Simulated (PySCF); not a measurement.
# Correlation energy of Au⁻ (gold, charge -1)

Starting occupation: [Xe] 4f14 5d10 6s2. Calculation: PySCF 2.14, in x2c-TZVPPall-2c with one added diffuse shell each of s, p, d, f type (12s12p11d4f1g, 140 functions); X2C-1e with screened-nucleus spin-orbit coupling, Gaussian nucleus. Frozen: [Kr] 4d10 4f14; 20 electrons correlated; the 40 highest virtual spinors left out.

MP2 pair energies summed by pair of shells (mhartree):

```
       pair   energy  share (%)
5d3/2-5d5/2  -159.52       23.9
5d5/2-5d5/2  -110.79       16.6
5d5/2-5p3/2   -61.86        9.3
5d5/2-6s1/2   -54.03        8.1
5d3/2-5d3/2   -47.13        7.1
5d3/2-5p3/2   -42.49        6.4
5d3/2-6s1/2   -33.22        5.0
5d5/2-5p1/2   -26.00        3.9
5d3/2-5p1/2   -19.30        2.9
5p3/2-5p3/2   -18.36        2.8
6s1/2-6s1/2   -17.26        2.6
5p1/2-5p3/2   -16.52        2.5
5d5/2-5s1/2   -14.62        2.2
5p3/2-5s1/2   -13.14        2.0
5d3/2-5s1/2   -10.14        1.5
5p1/2-5s1/2    -6.24        0.9
5p3/2-6s1/2    -6.05        0.9
5p1/2-5p1/2    -4.41        0.7
5s1/2-5s1/2    -3.06        0.5
5p1/2-6s1/2    -2.09        0.3
5s1/2-6s1/2    -0.56        0.1
```

Total MP2 correlation energy: -666.79 mhartree.

The virtual space was cut to 104 spinors, which keep -649.79 of the -666.79 mhartree of MP2 correlation.

```tsv
level	correlation energy (mhartree)
CCSD	-606.51
```

Diagnostics: T1 = 0.030, largest double amplitude 0.089.

**Question.** Is a single reference adequate?

**Answer.** Not fully. T1 exceeds 0.03, a sign that the reference determinant is poor.

This basis was not built for core-valence correlation, so the inner-shell part is incomplete.
